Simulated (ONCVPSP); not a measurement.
## Plane-wave convergence, ONCV potential for Sc (Z = 21)

| Property | Result |
| --- | --- |
| Element | Sc |
| Generator | ONCVPSP 4.0.1 |
| Type | optimised norm-conserving Vanderbilt (ONCV) |
| Functional | PBE |
| Relativity | fully relativistic |
| Frozen core | [Ne] |
| Valence charge | 11 |
| Reference configuration | 3s2 3p6 3d1 4s0.5 (charge +1.5) |
| Partial waves | 3s+4s: rc 1.60 bohr, ncon 3, nbas 6, qcut 8.3 1/bohr, 2 projectors; 3p: rc 1.45 bohr, ncon 3, nbas 6, qcut 9.5 1/bohr, 2 projectors, debl 1.6 Ha; 3d: rc 1.30 bohr, ncon 4, nbas 8, qcut 6.9 1/bohr, 2 projectors, debl 1.2 Ha; f scattering state at 0.03 Ha: rc 1.50 bohr, ncon 5, nbas 8, qcut 6.4 1/bohr, 1 projector |
| Local potential | polynomial inside 0.80 bohr (lpopt 5, dvloc0 2 Ha) |
| Core correction | none |

Open shells are filled in proportion to 2j + 1.

In the p channel the program set the typed energies aside and used -1.634, 0.250 Ha (j = l + 1/2; the other j can differ).

**Question.** For each optimised wave give the share of its norm inside rc, the residual kinetic energy above qcut (Ha) and the cutoffs (Ha) for errors of 10, 1, 0.1 and 0.01 mHa per electron.

**Answer.**

```json
{"wave": "3s", "norm inside rc": "0.900", "residual KE": "7.7e-07", "10 mHa": "16.3", "1 mHa": "22.2", "0.1 mHa": "26.7", "0.01 mHa": "30.4"}
{"wave": "4s", "norm inside rc": "0.054", "residual KE": "1.7e-07", "10 mHa": "10.9", "1 mHa": "19.1", "0.1 mHa": "24.5", "0.01 mHa": "28.7"}
{"wave": "3p j=3/2", "norm inside rc": "0.761", "residual KE": "2.9e-07", "10 mHa": "12.7", "1 mHa": "16.2", "0.1 mHa": "22.5", "0.01 mHa": "34.6"}
{"wave": "p projector 2 j=3/2", "norm inside rc": "0.040", "residual KE": "4.6e-08", "10 mHa": "9.8", "1 mHa": "14.0", "0.1 mHa": "17.7", "0.01 mHa": "31.1"}
{"wave": "3p j=1/2", "norm inside rc": "0.766", "residual KE": "2.9e-07", "10 mHa": "12.9", "1 mHa": "16.5", "0.1 mHa": "20.6", "0.01 mHa": "34.2"}
{"wave": "p projector 2 j=1/2", "norm inside rc": "0.039", "residual KE": "4.5e-08", "10 mHa": "9.9", "1 mHa": "14.2", "0.1 mHa": "17.9", "0.01 mHa": "30.4"}
{"wave": "3d j=5/2", "norm inside rc": "0.425", "residual KE": "2.2e-02", "10 mHa": "30.1", "1 mHa": "124.9", "0.1 mHa": "146.3", "0.01 mHa": "198.3"}
{"wave": "d projector 2 j=5/2", "norm inside rc": "0.154", "residual KE": "2.2e-02", "10 mHa": "26.6", "1 mHa": "52.4", "0.1 mHa": "162.6", "0.01 mHa": "194.3"}
{"wave": "3d j=3/2", "norm inside rc": "0.426", "residual KE": "2.2e-02", "10 mHa": "30.4", "1 mHa": "125.0", "0.1 mHa": "146.4", "0.01 mHa": "198.5"}
{"wave": "d projector 2 j=3/2", "norm inside rc": "0.154", "residual KE": "2.2e-02", "10 mHa": "26.6", "1 mHa": "52.5", "0.1 mHa": "162.7", "0.01 mHa": "194.4"}
{"wave": "f projector 1 j=7/2", "norm inside rc": "0.002", "residual KE": "9.3e-06", "10 mHa": "1.6", "1 mHa": "4.8", "0.1 mHa": "11.7", "0.01 mHa": "20.2"}
{"wave": "f projector 1 j=5/2", "norm inside rc": "0.002", "residual KE": "9.4e-06", "10 mHa": "1.6", "1 mHa": "4.8", "0.1 mHa": "11.7", "0.01 mHa": "20.2"}
```

The occupied waves need 125 Ha and 146 Ha for 1 and 0.1 mHa. Rows with under 1 % of the norm inside rc give no meaningful cutoff.
